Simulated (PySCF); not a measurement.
**Radial density of Tc (technetium, neutral)**

MN15, [Kr] 4d5 5s2, high-spin 6S determinant. Calculation: PySCF 2.14, in aug-cc-pVDZ-PP with ECP28MDF (5s5p4d2f, 54 functions); a scalar-relativistic core potential. This is the valence pseudo-density: the core potential removes the inner electrons and smooths the orbitals near the nucleus.

```json
{"r (bohr)": "0.0393", "4πr²ρ (e/bohr)": "2.536e-05", "4πr²(ρα − ρβ)": "0.0000"}
{"r (bohr)": "0.0661", "4πr²ρ (e/bohr)": "6.836e-05", "4πr²(ρα − ρβ)": "0.0000"}
{"r (bohr)": "0.111", "4πr²ρ (e/bohr)": "0.0003079", "4πr²(ρα − ρβ)": "0.0001"}
{"r (bohr)": "0.187", "4πr²ρ (e/bohr)": "0.003395", "4πr²(ρα − ρβ)": "0.0010"}
{"r (bohr)": "0.315", "4πr²ρ (e/bohr)": "0.07388", "4πr²(ρα − ρβ)": "0.0212"}
{"r (bohr)": "0.529", "4πr²ρ (e/bohr)": "1.903", "4πr²(ρα − ρβ)": "0.3423"}
{"r (bohr)": "0.891", "4πr²ρ (e/bohr)": "11.11", "4πr²(ρα − ρβ)": "2.2076"}
{"r (bohr)": "1.50", "4πr²ρ (e/bohr)": "7.371", "4πr²(ρα − ρβ)": "3.0870"}
{"r (bohr)": "2.52", "4πr²ρ (e/bohr)": "1.890", "4πr²(ρα − ρβ)": "1.0277"}
{"r (bohr)": "4.24", "4πr²ρ (e/bohr)": "0.4634", "4πr²(ρα − ρβ)": "0.0709"}
{"r (bohr)": "7.13", "4πr²ρ (e/bohr)": "0.02494", "4πr²(ρα − ρβ)": "-0.0050"}
{"r (bohr)": "12.0", "4πr²ρ (e/bohr)": "6.743e-05", "4πr²(ρα − ρβ)": "0.0000"}
```

Energies and moments cover only the electrons outside the core potential.

Q: Where is the radial spin density 4πr²(ρα − ρβ) most negative, and why is it negative at all?

A: Around r = 7.13 bohr, down to -0.0050 e/bohr: exchange with the open shell polarises the paired shells in an unrestricted calculation.
